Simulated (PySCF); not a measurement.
PBE on Sn⁻ (tin, charge -1), [Kr] 4d10 5s2 5p3, high-spin 4S determinant. All numbers are calculated (PySCF 2.14, scalar relativity by spin-free X2C-1e, in aug-cc-pVTZ-DK3).

```
cycle= 1 E= -6175.89638567184  delta_E= -0.0105  |g|= 0.0295  |ddm|= 0.452
cycle= 2 E= -6175.89653721784  delta_E= -0.000152  |g|= 0.0165  |ddm|= 0.103
cycle= 3 E= -6175.89663643419  delta_E= -9.92e-05  |g|= 0.000826  |ddm|= 0.0387
cycle= 4 E= -6175.89663681595  delta_E= -3.82e-07  |g|= 0.00021  |ddm|= 0.00359
cycle= 5 E= -6175.89663687248  delta_E= -5.65e-08  |g|= 5.24e-05  |ddm|= 0.000821
cycle= 6 E= -6175.89663687458  delta_E= -2.1e-09  |g|= 6.78e-07  |ddm|= 0.000168
cycle= 7 E= -6175.89663687457  delta_E= 7.28e-12  |g|= 2.47e-08  |ddm|= 3.05e-06
converged SCF energy = -6175.89663687457  <S^2> = 3.7508879  2S+1 = 4.0004439
```

Highest occupied orbital energy: 0.969 eV; ⟨L²⟩ = 0.00; populations by l: s 10.00, p 21.00, d 20.00, f 0.00.

Question: Can this result be used?

Answer: With care. The calculation finished and met its thresholds. At PBE the highest occupied level has a positive energy, so only the finite basis holds that electron; in a semilocal or global hybrid functional this comes from self-interaction and does not mean that the real anion is unbound.
